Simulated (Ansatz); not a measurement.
Ansatz (an electronic-structure program) job for ClMoO, SMILES [O]=[Mo][Cl] (connectivity only; charge and spin as stated), neutral, multiplicity 4, PBE/def2-TZVPD. Coordinates come from a B3LYP-D3(BJ)/def2-TZVP optimisation. The geometry has at least one imaginary mode, so it is a saddle point at that level. The multiplicity is an assumed one; other spin states were not compared. The def2 effective core potentials stand for the cores of Mo; spin–orbit coupling is left out.

Ansatz 0.2 input:
```yaml
crystal:
  periodic: [false, false, false]
  atoms:
    - {symbol: Mo, position_ang: [0.00000000, 0.00000000, -0.39023463]}
    - {symbol: O, position_ang: [0.00000000, 0.00000000, -2.08473292]}
    - {symbol: Cl, position_ang: [0.00000000, 0.00000000, 1.94515986]}
basis:
  gaussian:
    orbitals: def2-TZVPD
hamiltonian:
  xc: {name: PBE}
magnetization: {spin_polarized: true, initial_magnetization: 3}
```

It prints:

```
WARN ansatz: RAYON_NUM_THREADS=1 ignored (pool sized by the plan → 1); use --threads N
Functional definition: PBE
integrals: 0.04 GiB planned
772 factors; their error is unknown
mean field: 0.43 GiB planned
mean field evaluation 1: about -16410.3733 eV, gradient 5.3e1 eV
mean field evaluation 2: about -16222.7376 eV, gradient 1.5e2 eV
mean field evaluation 4: about -16419.4924 eV, gradient 2.1e1 eV
mean field evaluation 8: about -16421.8008 eV, gradient 5.5e-1 eV
mean field evaluation 16: about -16421.7945 eV, gradient 1.3e-3 eV
mean field evaluation 32: about -16421.0674 eV, gradient 2.0e0 eV
mean field -16421.79449570 eV, -603.4898166248 hartree, gradient 3.6e-5 eV, S^2 3.782212; 2 other end points of the search recorded, 0 dependent functions left out
reference -16421.79455332 eV, -603.4898187423 hartree; 21, 18 occupied and 105, 108 virtual orbitals, 772 factors
Total energy: -16421.79455332 eV, -603.4898187423 hartree
```

The calculation finished and met its thresholds.

Cost: very roughly 4 core-seconds.
